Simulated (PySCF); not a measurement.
Simulated characterisation data

PySCF 2.14.0 with density-fitted response routines calculation with GFN2-xTB geometry and GIAO PBE0/pcSseg-1 shieldings; no solvent, non-relativistic, one averaged value for each set of equivalent atoms, one conformer.

Shifts are taken against calculated references (same method and geometry level): 1H and 13C vs TMS. Splittings of carbon signals by F and P are missing where no couplings were computed. Where no couplings were computed, multiplicities follow the n + 1 count of equivalent neighbours, and m marks all less simple cases (inequivalent or close neighbours, rings, F or P nearby). Shifts are as computed. Against solution values, carbons near 30 ppm lie about +3 ppm off and those near 130 ppm about +5 ppm. Of 1211 compounds with measured shifts, 218 miss one by over three times the rms of a fit or turn the order of signals round; such compounds aren't used in these exercises.

Compound 1 (C$_{6}$H$_{8}$FOP$_{3}$). 1H NMR (600 MHz, computed): δ 4.34 (s, 3H), 3.53 (m, 2H), 1.41 (t, 3H). 13C{1H} NMR (computed): δ 253.7 (C), 246.8 (C), 230.1 (C), 60.5 (CH3), 40.8 (CH2), 31.0 (CH3). Structure: SMILES c1(F)pc(CC)pc(OC)p1.

Compound 2 (C$_{3}$H$_{7}$FO$_{2}$Si$_{3}$). 1H NMR (600 MHz, computed): δ 12.71 (m, 1H), 6.18 (m, 1H), 6.12 (m, 2H), 6.07 (m, 2H), 5.86 (m, 1H). 13C{1H} NMR (computed): δ 240.3 (CH), 173.4 (C), 119.2 (CH2). Structure: `InChI=1S/C3H7FO2Si3/c1-3(4)9(2-5)7-6-8-9/h2H,1,7-8H2`.
